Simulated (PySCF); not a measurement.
C4NiO4 (SMILES [O+]#[C-]->[Ni](<-[C-]#[O+])(<-[C-]#[O+])<-[C-]#[O+]), singlet, geometry from GFN2-xTB (such geometries of metal compounds can be far from the true shape).

Here is a job for PySCF.
```python
from pyscf import gto, scf, dft

mol = gto.M(
    atom='''
Ni   -0.00003582   -0.00773716    0.01960940
O     1.93923716    1.49032821   -1.61885180
C     1.19284818    0.91499975   -0.99111156
O     1.44317332   -1.42618256    2.16326098
C     0.88547197   -0.88079153    1.34248493
O    -1.42199832   -1.96263108   -1.66803699
C    -0.87547925   -1.21207300   -1.01987292
O    -1.94751852    1.86910439    1.19287458
C    -1.19927282    1.14744715    0.74402434
''',
    basis='sto-3g',
    verbose=4,
)

mf = dft.RKS(mol)
mf.xc = 'pbe0'
mf = mf.density_fit(auxbasis='def2-universal-jkfit')
mf.kernel()
```

Q: Give the nuclear repulsion energy at the level PySCF with DF-PBE0/STO-3G.

A: 604.4574 Eh

Q: What is the computed HOMO energy (DF-PBE0/STO-3G)?

A: -3.91 eV

Q: What Mulliken (on the basis functions themselves) charges in atom order does DF-PBE0/STO-3G give?

A: Ni1 0.07, O2 -0.12, C3 0.10, O4 -0.12, C5 0.10, O6 -0.12, C7 0.10, O8 -0.12, C9 0.10
